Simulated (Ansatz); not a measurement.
`F[Si]1([SiH3])C[SiH2]1`, relaxed with RKS PBE0-D4/def2-TZVP in Ansatz from a PBE-D4/def2-SVP geometry. The force threshold is 0.005 eV/Å; the program also tests the step.

Charge 0, multiplicity 1.

Start:

```xyz
12

F    -0.300    2.373    0.275
Si    0.030    0.770    0.092
Si   -1.896   -0.544   -0.049
C     1.589    0.169    0.842
Si    2.048   -0.164   -1.077
H    -3.001    0.068    0.768
H    -1.546   -1.899    0.499
H    -2.341   -0.665   -1.480
H     2.220    0.948    1.310
H     1.536   -0.743    1.462
H     0.741    0.920   -1.429
H     0.918   -1.232   -1.211
```

```json
{"step": "1", "energy (eV)": "-27489.8061", "largest force (eV/Å)": "0.995", "largest move (Å)": "0.000"}
{"step": "2", "energy (eV)": "-27489.8617", "largest force (eV/Å)": "0.597", "largest move (Å)": "0.035"}
{"step": "3", "energy (eV)": "-27489.8762", "largest force (eV/Å)": "0.070", "largest move (Å)": "0.025"}
{"step": "4", "energy (eV)": "-27489.8776", "largest force (eV/Å)": "0.031", "largest move (Å)": "0.018"}
{"step": "5", "energy (eV)": "-27489.8780", "largest force (eV/Å)": "0.012", "largest move (Å)": "0.008"}
{"step": "6", "energy (eV)": "-27489.8780", "largest force (eV/Å)": "0.052", "largest move (Å)": "0.030"}
{"step": "7", "energy (eV)": "-27489.8784", "largest force (eV/Å)": "0.015", "largest move (Å)": "0.008"}
{"step": "8", "energy (eV)": "-27489.8786", "largest force (eV/Å)": "0.010", "largest move (Å)": "0.006"}
{"step": "9", "energy (eV)": "-27489.8788", "largest force (eV/Å)": "0.021", "largest move (Å)": "0.024"}
{"step": "10", "energy (eV)": "-27489.8790", "largest force (eV/Å)": "0.024", "largest move (Å)": "0.023"}
{"step": "11", "energy (eV)": "-27489.8791", "largest force (eV/Å)": "0.013", "largest move (Å)": "0.037"}
{"step": "12 (rejected)", "energy (eV)": "-27489.8789", "largest force (eV/Å)": "0.023", "largest move (Å)": "0.029"}
{"step": "13", "energy (eV)": "-27489.8791", "largest force (eV/Å)": "0.010", "largest move (Å)": "0.013"}
{"step": "14", "energy (eV)": "-27489.8791", "largest force (eV/Å)": "0.008", "largest move (Å)": "0.005"}
{"step": "15", "energy (eV)": "-27489.8792", "largest force (eV/Å)": "0.002", "largest move (Å)": "0.004"}
```

End:

```xyz
12

F    -0.288    2.332    0.207
Si    0.037    0.770    0.052
Si   -1.888   -0.533   -0.046
C     1.558    0.185    0.844
Si    2.067   -0.163   -1.026
H    -2.926    0.020    0.863
H    -1.515   -1.903    0.388
H    -2.410   -0.560   -1.435
H     2.174    0.948    1.317
H     1.479   -0.711    1.454
H     0.725    0.861   -1.437
H     0.986   -1.246   -1.179
```

Run time 45 s (4 threads of an Intel Xeon Platinum 8559C on a shared host); peak host memory 0.68 GiB.
